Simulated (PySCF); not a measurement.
## Peak assignment

Mapped SMILES: `[CH3:1][P@:2]1(=[N:3][SiH3:4])[CH:5]=[C:6]([F:7])[CH:8]=[C:9]1[SiH3:10]` (H(Xn): hydrogen on atom n).

[PySCF 2.14: GFN2-xTB structure; shielding tensors at PBE0/pcSseg-1 (GIAO); gas phase; fast rotation and ring inversion assumed for equivalent nuclei; non-relativistic Hamiltonian; a single conformation]

Referencing at the same level of theory: TMS for ¹³C (186.93 ppm), ¹H (31.72 ppm).

Q: Assign these signals to the numbered atoms. ¹³C{¹H} NMR (computed): δ 178.0 (C), 152.9 (C), 149.9 (CH), 114.1 (CH), 19.3 (CH3).

A: 
| δ (ppm) | atoms | environment | reason |
| --- | --- | --- | --- |
| 178.0 | C6 | fully substituted alkene carbon | – |
| 152.9 | C9 | fully substituted alkene carbon | as expected for a trigonal carbon in a double bond |
| 149.9 | C8 | alkene CH | as expected for a trigonal carbon in a double bond |
| 114.1 | C5 | alkene CH | – |
| 19.3 | C1 | methyl carbon bonded to P | – |

Q: Assign these signals to the numbered atoms. ¹H NMR (300 MHz, computed): δ 6.99 (m, 1H), 5.99 (m, 1H), 5.01 (m, 3H), 4.37 (m, 3H), 1.65 (m, 3H).

A: 
6.99 → H(C8), hydrogen on an alkene CH: attached to an sp2 carbon and in the plane of the double bond
5.99 → H(C5), hydrogen on an alkene CH
5.01 → H(Si4), hydrogen on a silicon bonded to N
4.37 → H(Si10), hydrogen on a silicon bonded to C
1.65 → H(C1), hydrogen on a methyl carbon bonded to P

Splittings by ¹⁹F and ³¹P in the carbon and heteronuclear signals aren't shown, as no couplings were computed. Shifts are as computed. Against solution values, carbons near 30 ppm lie about +3 ppm off and those near 130 ppm about +5 ppm. Of 1211 compounds with measured shifts, 218 miss one by over three times the rms of a fit or turn the order of signals round; such compounds aren't used in these exercises. No couplings were computed; multiplicities are counted from neighbouring protons, with m where these are inequivalent, close in shift, in a saturated or five-membered ring or joined by F or P, and br s for small geminal =CH2 splittings.
